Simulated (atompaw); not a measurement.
How hard is this Mg (Z = 12) PAW (atompaw) potential?

- Element: Mg
- Generator: atompaw 4.2.0.5
- Type: PAW
- Functional: PBEsol
- Relativity: scalar-relativistic
- Frozen core: [He] 2s2
- Valence charge: 8
- Reference configuration: 2p6 3s1 3p0 (charge +1)
- Partial waves: 3s (bound): rc 2.40 bohr; 3s channel at 4.35 Ry: rc 2.40 bohr; 2p (bound): rc 1.00 bohr; 3p (bound, empty): rc 2.40 bohr
- Local potential: troulliermartins scheme with l = 2 at 0 Ry, radius 1.70 bohr
- Core correction: smooth core density matched at 1.50 bohr
- Augmentation charge: gaussian compensation charge, radius 2.20 bohr; PAW radius 2.40 bohr; waves and projectors: custom rrkj vanderbiltortho

The pseudo-atom Hamiltonian at the reference potential is diagonalised in spherical Bessel functions j_l(qr) that vanish at 20 bohr, with q² up to the cutoff. All-electron valence levels (Ry): 3s -0.8313, 2p -4.0867, 3p -0.5153.

**Question.** How do the lowest levels (Ry) of each channel move with the cutoff, and are there ghosts?

**Answer.**

| cutoff (Ry) | s #1 | p #1 | p #2 | d #1 | f #1 | f #2 | Σ f·Δε (mRy) |
| --- | --- | --- | --- | --- | --- | --- | --- |
| 8 | -0.8312 | -0.5152 | -0.1597 | -0.2027 | -0.0559 | 0.0419 | 21429.1 |
| 12 | -0.8313 | -0.5153 | -0.1597 | -0.2036 | -0.0559 | 0.0419 | 21429.0 |
| 18 | -0.8313 | -0.5153 | -0.1597 | -0.2042 | -0.0559 | 0.0419 | 21428.8 |
| 30 | -0.8313 | -3.2416 | -0.5153 | -0.2045 | -0.0559 | 0.0419 | 5070.9 |
| 40 | -0.8313 | -3.8109 | -0.5153 | -0.2046 | -0.0559 | 0.0419 | 1655.1 |
| 50 | -0.8313 | -4.0108 | -0.5153 | -0.2046 | -0.0559 | 0.0419 | 455.5 |
| 60 | -0.8313 | -4.0649 | -0.5153 | -0.2046 | -0.0559 | 0.0419 | 130.9 |
| 80 | -0.8313 | -4.0856 | -0.5153 | -0.2046 | -0.0559 | 0.0419 | 7.1 |
| 110 | -0.8313 | -4.0861 | -0.5153 | -0.2046 | -0.0559 | 0.0419 | 3.8 |
| 140 | -0.8313 | -4.0866 | -0.5153 | -0.2046 | -0.0559 | 0.0419 | 0.8 |
| 180 | -0.8313 | -4.0867 | -0.5153 | -0.2046 | -0.0559 | 0.0419 | 0.4 |
| 400 | -0.8313 | -4.0868 | -0.5153 | -0.2046 | -0.0559 | 0.0419 | 0.0 |

Result: no extra level below or beside the all-electron valence levels (s, p, d, f tested); 10 mRy is reached at 80 Ry and 1 mRy at 140 Ry.
